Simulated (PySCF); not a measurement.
Ligands exchanged one at a time, Al H-CH3. All species are isolated molecules in the gas phase. Strings in code marks are SMILES.

The LUMO from two functionals at the same geometries (M06-2X/def2-TZVP), both in PySCF: PBE-D3(BJ)/def2-TZVP and B3LYP-D3(BJ)/def2-TZVP. B3LYP has the VWN-RPA correlation part, as in Gaussian. 

```
species                                       B3LYP-D3(BJ)/def2-TZVP (eV)
--------------------------------------------  ---------------------------
0 of 3 H replaced by CH3 (`[AlH3]`)                                 -1.97
1 of 3 H replaced by CH3 (`[AlH2][CH3]`)                            -1.51
2 of 3 H replaced by CH3 (`[CH3][AlH][CH3]`)                        -1.04
3 of 3 H replaced by CH3                                            -0.57
```

What does PBE-D3(BJ)/def2-TZVP give for each?


- 0 of 3 H replaced by CH3 (`[AlH3]`): -2.52
- 1 of 3 H replaced by CH3 (`[AlH2][CH3]`): -2.05
- 2 of 3 H replaced by CH3 (`[CH3][AlH][CH3]`): -1.58
- 3 of 3 H replaced by CH3: -1.12
Over these rows, drawn at random from the members with no instability flagged (it was tested for open shells, ions and some series alone), PBE minus B3LYP-D3(BJ): mean -0.55 eV, from -0.55 eV to -0.54 eV.
